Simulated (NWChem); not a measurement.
Species: SnN2H4, singlet; SMILES [NH2][Sn][NH2]

```xyz
7

Sn     0.0000     0.0000    -0.3893
N      1.4902     0.0000     0.9971
H      2.4729     0.0000     0.7465
H      1.3724     0.0000     2.0056
N     -1.4902     0.0000     0.9971
H     -1.3724     0.0000     2.0056
H     -2.4729     0.0000     0.7465
```
Atoms are numbered in this order, from 1.

Results from NWChem. Low-valent species are run as closed-shell singlets; no triplet was tried in these runs. The geometry was optimised at PBE0/def2-SVP. def2 effective core potentials on Sn; no spin-orbit coupling. B3LYP is NWChem's, with the RPA form of VWN correlation. Ions are spin-unrestricted doublets at the neutral geometry; other ion states weren't tried.

**Question.** What does the run give for B3LYP/def2-SVP? Quantities: vertical ionisation energy, ΔSCF (eV); −ε(HOMO) (eV).

**Answer.** 
```
Property                               Value
-------------------------------------  -----
vertical ionisation energy, ΔSCF (eV)   8.29
−ε(HOMO) (eV)                           6.01
```
